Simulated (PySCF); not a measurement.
C2H5FO2Si. Atoms are numbered in the order given.

```xyz
11

O      1.3571    -0.9177    -1.3490
C      1.7576    -0.3126    -0.3761
C      0.9938    -0.2196     0.9162
Si    -0.8251     0.2005     0.5848
O     -1.3668    -0.8141    -0.5872
F     -0.8613     1.7531     0.0976
H      2.7383     0.2225    -0.4207
H      1.4777     0.4667     1.6270
H      0.9802    -1.2270     1.3731
H     -1.6778     0.0971     1.7854
H     -0.6472    -1.0965    -1.1822
```

Coordinates come from a B3LYP-D3(BJ)/def2-SVP optimisation. The structure was generated by enumeration; whether it is a known compound was not checked. Other conformers were not sampled.

Level of theory: B3LYP/pcSseg-1 (PySCF).

GIAO shieldings, no solvent; atoms listed in one row are averaged. δ = σ(ref) − σ: ¹⁷O against H2O (σ = 333.8 ppm); ¹³C against TMS (σ = 181.3 ppm); ²⁹Si against TMS (σ = 338.7 ppm); ¹⁹F against CFCl3 (σ = 161.7 ppm); ¹H against TMS (σ = 31.68 ppm), references at their B3LYP-D3(BJ)/def2-TZVP geometries, non-relativistic.

Computed chemical shifts:
```tsv
nucleus	atoms	count	δ (ppm)
¹⁷O	O1	1	690.3
¹⁷O	O5	1	80.7
¹³C	C2	1	214.1
¹³C	C3	1	39.0
²⁹Si	Si4	1	-18.3
¹⁹F	F6	1	-151.8
¹H	H7	1	10.40
¹H	H11	1	5.48
¹H	H10	1	5.04
¹H	H8	1	2.60
¹H	H9	1	2.03
```
